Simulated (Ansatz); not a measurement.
GeEtH3 (C2H8Ge) was relaxed with B3LYP-D4 (def2-SVP) in Ansatz in these states: charge +1 doublet, neutral singlet. The geometries follow in no particular order.

A:

```xyz
11

Ge    0.5694   -1.2801    1.0261
C     0.2143    0.7969    0.0398
C    -0.7445    0.6473   -1.0649
H     1.2795    0.9416   -0.1968
H    -0.1257    1.2562    0.9805
H    -0.8713    1.6800   -1.4855
H    -0.3756    0.0369   -1.9033
H    -1.7531    0.3389   -0.7493
H     1.0649   -2.0320   -0.2095
H    -0.8593   -1.5487    1.4999
H     1.6016   -0.8371    2.0629
```

B:

Cartesian coordinates in Å:
```
Ge 1.3334 -0.6146 -0.4147
C -0.5666 -0.4669 0.1048
C -1.0194 0.9732 0.3664
H -0.7156 -1.0927 1.0007
H -1.1663 -0.9265 -0.6988
H -2.0849 1.0181 0.6476
H -0.4443 1.4365 1.1851
H -0.8888 1.6092 -0.5250
H 2.2286 0.0249 0.6717
H 1.5786 0.1320 -1.7463
H 1.7454 -2.0931 -0.5916
```

Task: Judge from the bond lengths which geometry belongs to which state (an estimate).

Result: A is the charge +1 doublet (Ge1–C2 2.326 Å, C2–C3 1.470 Å, C3–H6 1.122 Å); B is the neutral singlet (Ge1–C2 1.975 Å, C2–C3 1.532 Å, C3–H6 1.103 Å).
